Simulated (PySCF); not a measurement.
C2H4F2Si, SMILES C=C(F)[SiH2]F.

Geometry: TPSSh-D3(BJ)/def2-SVP. The structure was generated by enumeration, and PubChem lists no compound with its InChIKey, so it may never have been made. The values are those of a single conformer.

Two levels are set side by side: PBE/def2-TZVP (PySCF) and CAM-B3LYP/def2-TZVP (PySCF). Same geometry, gas phase. Differences are taken from unrounded values.

| quantity | PBE |
|---|---|
| orbital gap (eV) | 5.14 |
| highest occupied level (eV) | -6.74 |
| lowest empty level (eV) | -1.60 |
| dipole moment (D) | 0.20 |
| mean polarisability (bohr³) | 50.7 |

These are the PBE values. What does CAM-B3LYP give? (An estimate is asked for; the answer gives what the named calculation found.)


```json
[
 {"quantity": "orbital gap (eV)", "CAM-B3LYP": "9.85", "PBE minus CAM-B3LYP": "-4.71"},
 {"quantity": "highest occupied level (eV)", "CAM-B3LYP": "-9.33", "PBE minus CAM-B3LYP": "2.59"},
 {"quantity": "lowest empty level (eV)", "CAM-B3LYP": "0.52", "PBE minus CAM-B3LYP": "-2.12"},
 {"quantity": "dipole moment (D)", "CAM-B3LYP": "0.16", "PBE minus CAM-B3LYP": "0.04"},
 {"quantity": "mean polarisability (bohr³)", "CAM-B3LYP": "48.5", "PBE minus CAM-B3LYP": "2.2"}
]
```

PBE's occupied levels lie high since its potential decays too fast outside the molecule; exact exchange lowers them and widens the gap. PBE's more diffuse valence density responds more strongly to a field. Differences between two approximate levels are no errors against the true value.

Rough cost on one machine, each run with all the roots and properties that it gave: CAM-B3LYP against PBE within a factor of 2.
